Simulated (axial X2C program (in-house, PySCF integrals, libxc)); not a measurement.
**Working with the constants of MgBr⁻**

A bond curve at the CCSD(T) level, 2c, was computed with an in-house relativistic program for diatomic molecules (basis Br dyall-acv3z [9s10p7d5f1g], Mg dyall-av3z [10s9p6d4f] (cores contracted in-house)) for the state Ω = 0 (closed shell). Its fit gives Re = 2.5836 Å, ωe = 227.0 cm⁻¹, ωexe = 1.96 cm⁻¹ and αe = 1.435e-03 cm⁻¹; the masses are 78.9183 and 23.9850 u. Two-component means X2C with spin–orbit coupling and atomic mean-field Coulomb and Gaunt terms.

Correlated methods: 10 electrons correlated (number of frozen shells: Br 3 s, 2 p, 1 d; Mg 2 s, 1 p), 320 virtual spin orbitals or spinors in MP2, 90 natural virtuals in coupled cluster.

(1) Find the reduced mass, Be and the force constant.

(2) Estimate De from a Morse curve and compare with the computed well depth of 1.064 eV to Br- + Mg.

(3) A Morse curve ties αe to the other constants (Pekeris). How well does that hold?

(4) Where do the fundamental and the first overtone lie?

(5) Estimate the centrifugal constant by the Kratzer relation.

The state is one determinant whose occupation by symmetry is held fixed; it was picked as the lowest of a PBE0 search that is not exhaustive. Dissociation energies refer to the lowest single-determinant-based atoms at the same level and basis. Coupled cluster ran in a truncated set of natural virtual spinors; the MP2 energy of the rest was added. (T) has no such correction and the atoms are truncated less, which lowers De at CCSD(T) by a hundredth of an eV or more.

## Answers

(1) From the CCSD(T) values: μ = 18.3945 u. Be = 16.8576/(μ Re²) = 0.1373 cm⁻¹. k = 5.8918×10⁻⁷ μ ωe² = 0.558 mdyn/Å.

(2) De(Morse) = ωe²/(4ωexe) = 0.815 eV against 1.064 eV computed, a ratio of 0.77. The extrapolation falls short: long-range attraction (ionic or ion–induced dipole) or a change of character along the curve can cause this.

(3) αe(Morse) = 6Be²/ωe × (√(ωexe/Be) − 1) = 1.384e-03 cm⁻¹; the CCSD(T) curve gives 1.435e-03 cm⁻¹, a ratio of 0.96.

(4) ν(1←0) = ωe − 2ωexe = 223.1 cm⁻¹; ν(2←0) = 2ωe − 6ωexe = 442.2 cm⁻¹.

(5) D = 4Be³/ωe² = 2.01e-07 cm⁻¹.
